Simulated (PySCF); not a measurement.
## Fractional electron number in Eu (europium, neutral)

The 6s beta orbital of [Xe] 4f7 6s2 is emptied in steps (occupation f), with all orbitals relaxed, ending at [Xe] 4f7 6s1. Computed with PySCF 2.14 in def2-SVP with the def2 core potential (28 electrons), with a scalar-relativistic core potential. The exact energy is a straight line in f; departures are measured from the line between the end points of the same method.

```json
{"f": "1", "UHF (eV)": "0.000", "LDA (eV)": "0.000", "PBE (eV)": "0.000"}
{"f": "0.8", "UHF (eV)": "0.025", "LDA (eV)": "-0.361", "PBE (eV)": "-0.351"}
{"f": "0.6", "UHF (eV)": "0.035", "LDA (eV)": "-0.543", "PBE (eV)": "-0.530"}
{"f": "0.4", "UHF (eV)": "0.033", "LDA (eV)": "-0.544", "PBE (eV)": "-0.533"}
{"f": "0.2", "UHF (eV)": "0.020", "LDA (eV)": "-0.363", "PBE (eV)": "-0.355"}
{"f": "0", "UHF (eV)": "0.000", "LDA (eV)": "0.000", "PBE (eV)": "0.000"}
```

```tsv
method	E(f=0) − E(f=1) (eV)	−ε at f=1 (eV)	−ε at f=0.4 (eV)
UHF	4.641	4.810	4.604
LDA	5.825	3.583	6.275
PBE	5.620	3.445	6.051
```

Orbital energy along the path (eV):

```tsv
f	UHF	LDA	PBE
1	-4.810	-3.583	-3.445
0.8	-4.726	-4.464	-4.292
0.6	-4.658	-5.365	-5.160
0.4	-4.604	-6.275	-6.051
0.2	-4.558	-7.185	-6.972
0	-4.521	-8.093	-7.630
```

Reference removal energy between the ground levels: 5.670 eV (measured; NIST Atomic Spectra Database, ionization energies). UHF lacks correlation.
